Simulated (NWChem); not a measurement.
System: CH$_{3}$BClIO; SMILES B(Cl)(I)OC

```xyz
8

B     -0.0450     0.9995     0.0000
Cl     1.3909     2.0070     0.0000
I      0.1916    -1.1460     0.0000
O     -1.2311     1.5935     0.0000
C     -2.5209     1.0302     0.0000
H     -3.0567     1.3808     0.8937
H     -3.0567     1.3808    -0.8937
H     -2.4865    -0.0699     0.0000
```
Atoms are numbered in this order, from 1.

Computed with NWChem. Medium grid unless said otherwise, to which SCAN and Minnesota functionals are sensitive. Structure relaxed at the PBE0/def2-SVP level. Not confirmed as a minimum by frequencies. def2 effective core potentials on I; no spin-orbit coupling.

**Question.** Order these by “dipole (D)”, lowest first: r2SCAN0/def2-SVP; BP86/def2-SVP; OLYP/def2-SVP; BLYP/def2-SVP; TPSS/def2-SVP.

**Answer.** BLYP/def2-SVP (2.32), OLYP/def2-SVP (2.38), BP86/def2-SVP (2.43), TPSS/def2-SVP (2.52), r2SCAN0/def2-SVP (2.58)
